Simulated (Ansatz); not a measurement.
A nudged elastic band was laid between two geometries of CH₆AlClN₂ (11 atoms, charge 0, multiplicity 1).

Theory: RKS PBE0-D4/def2-SVP (Ansatz).

```json
{"movable images": "7", "climbing image": "yes", "spring": "5.0 eV/Å²", "optimiser": "quadratic models (default)", "start path": "through a guess of the saddle point", "force threshold": "0.03 eV/Å", "iteration limit": "60", "end points": "relaxed"}
```

First end point:

```xyz
11
Properties=species:S:1:pos:R:3
Al 0.421 -0.311 0.838
N 1.969 -1.118 1.100
N -0.174 0.180 -0.754
C -1.421 0.837 -1.072
H 0.390 0.006 -1.579
Cl -0.793 0.106 2.512
H 2.638 -1.379 0.386
H 2.309 -1.391 2.015
H -2.003 1.005 -0.152
H -1.277 1.827 -1.545
H -2.060 0.239 -1.749
```

Last end point:

```xyz
11
Properties=species:S:1:pos:R:3
Al -0.053 -0.200 1.112
N 1.735 -0.906 0.565
N -0.530 0.322 -0.401
C -1.525 0.937 -1.199
H 1.571 -0.631 -0.417
Cl -0.206 -0.550 3.195
H 1.892 -1.913 0.621
H 2.569 -0.438 0.921
H -2.476 1.189 -0.683
H -1.166 1.890 -1.647
H -1.812 0.301 -2.065
```

Task: What changes between the two ends?

Result: Bonds broken: N3–H5. Bonds formed: N2–H5.

Task: What energy profile does the band end with?

Result: It converged. The highest image is number 6 of 0 to 8, 2.27 eV above the first end and 0.01 eV above the last; the last end lies 2.25 eV above the first. The profile has 3 maxima (images 1, 3, 6) with wells between them (images 2, 4): this band takes more than one step, which may be the mechanism or a detour left from its start path. Neighbouring images differ by up to 1.7 eV, so the band resolves the path poorly. A vibrational analysis at the climbing image gives one clearly imaginary mode, 65i cm⁻¹: a first-order saddle point. The orbitals stay closed-shell, which can raise the energy where a bond breaks towards radicals; this wasn't checked here.

```tsv
image	path coordinate (Å)	energy (eV)	N3–H5 (Å)	N2–H5 (Å)
0	0.00	0.00	1.02	3.31
1	1.61	0.08	1.01	3.29
2	3.22	0.00	1.01	3.30
3	4.83	0.18	1.02	3.18
4	6.44	0.11	1.01	3.09
5	8.05	0.53	1.03	2.43
6	9.66	2.27	2.36	1.03
7	10.45	2.26	2.34	1.03
8	11.25	2.25	2.31	1.03
```

Task: What is the geometry of the highest image?

Result: 
```xyz
11
Properties=species:S:1:pos:R:3
Al 0.003 -0.040 1.115
N 1.666 -1.024 0.599
N -0.526 0.333 -0.422
C -1.500 0.947 -1.247
H 1.499 -0.889 -0.409
Cl -0.024 -0.096 3.233
H 1.712 -2.021 0.810
H 2.562 -0.609 0.858
H -2.515 0.505 -1.153
H -1.635 2.033 -1.059
H -1.242 0.863 -2.324
```

Run time: 8.5 min on 2 threads of Intel(R) Xeon(R) 6975P-C (Granite Rapids), on a shared host, peak memory 0.28 GiB.
